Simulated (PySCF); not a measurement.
Cartesian coordinates in Å; atom numbers follow the order of the lines, from 1:
```xyz
16

Si   -0.8896    1.0503   -1.8591
Cl   -2.5577    0.0203   -2.4405
Cl   -0.6008    2.6442   -3.1006
S    -1.1023    1.9222    0.0729
Si   -1.9493    0.3254    1.2198
Cl   -1.4463    0.7638    3.1513
Cl   -3.9829    0.3122    1.0358
S    -1.3530   -1.6341    0.6346
Si    0.6577   -1.7603    1.3526
Cl    1.5399   -3.1801    0.1747
Cl    0.6758   -2.3911    3.2933
S     1.7377    0.0766    1.3757
Si    2.1729    0.3797   -0.6982
Cl    3.8904   -0.6022   -1.2005
Cl    2.4603    2.3953   -0.8838
S     0.7129   -0.3563   -2.0617
```

Geometry: PBE0-D3(BJ)/def2-SVP; GIAO absolute shieldings from PySCF 2.14, gas phase, non-relativistic, averaged over equivalent atoms.

At B3LYP/pcSseg-1 (384 basis functions, 2.8 min wall time (5.9 min CPU) on 2 threads of an Intel Xeon Platinum 8375C, shared host):
```csv
atoms,σ (ppm)
Si1/Si5/Si9/Si13,301.5
Cl2/Cl3/Cl6/Cl7/Cl10/Cl11/Cl14/Cl15,735.3
S4/S8/S12/S16,494.6
```

Problem. Predict the values at PBE0/pcSseg-1 on the same geometry.

Solution. 
```json
{"atoms": "Si1/Si5/Si9/Si13", "σ at PBE0/pcSseg-1": "319.4", "change": "+17.9"}
{"atoms": "Cl2/Cl3/Cl6/Cl7/Cl10/Cl11/Cl14/Cl15", "σ at PBE0/pcSseg-1": "747.0", "change": "+11.7"}
{"atoms": "S4/S8/S12/S16", "σ at PBE0/pcSseg-1": "521.6", "change": "+27.0"}
```

The largest change is at S4/S8/S12/S16 (sulfur bonded to 2 Si). Cost: 384 basis functions.
